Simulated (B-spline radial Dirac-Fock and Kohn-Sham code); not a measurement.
Core and valence levels of Eu¹²⁺

System: Eu¹²⁺, 1s2 2s2 2p6 3s2 3p6 3d10 4s2 4p6 4d10 4f3 5s2; nuclear rms radius 5.1115 fm (A = 153).

The computed values come from a radial B-spline solver: Dirac-Fock (average of configuration) total-energy differences with a finite nucleus, the Breit interaction including its frequency dependence, and self-energy and vacuum-polarisation corrections. No correlation. Energies are counted from the vacuum level.

All terms are in eV, carry their sign (relaxation lowers the binding energy) and add up to the binding energy; ⟨r⟩ is the mean radius of the orbital in the initial state.

| subshell | −ε (Koopmans) | relaxation | Breit | self-energy | vacuum polarisation | binding energy | ⟨r⟩ (bohr) |
| --- | --- | --- | --- | --- | --- | --- | --- |
| 1s | 49037.0 | -68.50 | -134.99 | -83.13 | 13.39 | 48763.8 | 0.022 |
| 2s | 8363.5 | -35.32 | -14.04 | -11.08 | 1.66 | 8304.7 | 0.095 |
| 2p1/2 | 7926.5 | -39.37 | -23.37 | 0.39 | 0.01 | 7864.2 | 0.079 |
| 2p3/2 | 7276.8 | -37.31 | -14.93 | -0.57 | -0.08 | 7223.9 | 0.086 |
| 3s | 2073.4 | -14.45 | -2.36 | -2.42 | 0.35 | 2054.5 | 0.248 |
| 3p1/2 | 1884.1 | -15.20 | -4.09 | 0.07 | 0.00 | 1864.9 | 0.238 |
| 3p3/2 | 1748.9 | -14.33 | -2.39 | -0.11 | -0.02 | 1732.0 | 0.251 |
| 3d3/2 | 1426.5 | -16.35 | -1.61 | 0.22 | -0.02 | 1408.7 | 0.223 |
| 3d5/2 | 1397.5 | -16.01 | -0.95 | 0.13 | -0.02 | 1380.7 | 0.227 |
| 4s | 613.6 | -3.50 | -0.50 | -0.57 | 0.08 | 609.2 | 0.559 |
| 4p1/2 | 537.3 | -3.43 | -0.85 | 0.03 | 0.00 | 533.1 | 0.571 |
| 4p3/2 | 506.1 | -3.10 | -0.46 | -0.01 | -0.01 | 502.5 | 0.596 |
| 4d3/2 | 379.2 | -2.90 | -0.23 | 0.06 | -0.01 | 376.1 | 0.623 |
| 4d5/2 | 373.3 | -2.78 | -0.09 | 0.04 | -0.01 | 370.5 | 0.632 |
| 4f | 230.9 | -2.24 | 0.10 | 0.04 | 0.00 | 228.8 | 0.695 |
| 5s | 234.1 | -0.30 | -0.13 | -0.14 | 0.02 | 233.5 | 1.176 |

For the deepest level, K (1s), the Breit terms make up -0.277 % of the binding energy, QED -0.143 % and orbital relaxation -0.140 %.

Spin-orbit splittings: 2p 640.3 eV, 3p 132.9 eV, 3d 28.08 eV, 4p 30.53 eV, 4d 5.59 eV.

Going to the tabulated ground configuration of the next ion removes an electron from N6,7 (4f), computed at 228.8 eV. NIST lists 243 ± 12 eV as the ionisation energy of this species (theoretical), +14.23 eV from the computed value. Where a p, d or f shell is open in either ion the computed value averages over both j values and all terms, while the table refers to the lowest levels; that difference holds spin-orbit splitting (largest in heavy or highly charged ions), term energies where several electrons share open shells, and correlation, and it can reach 10 % or more.
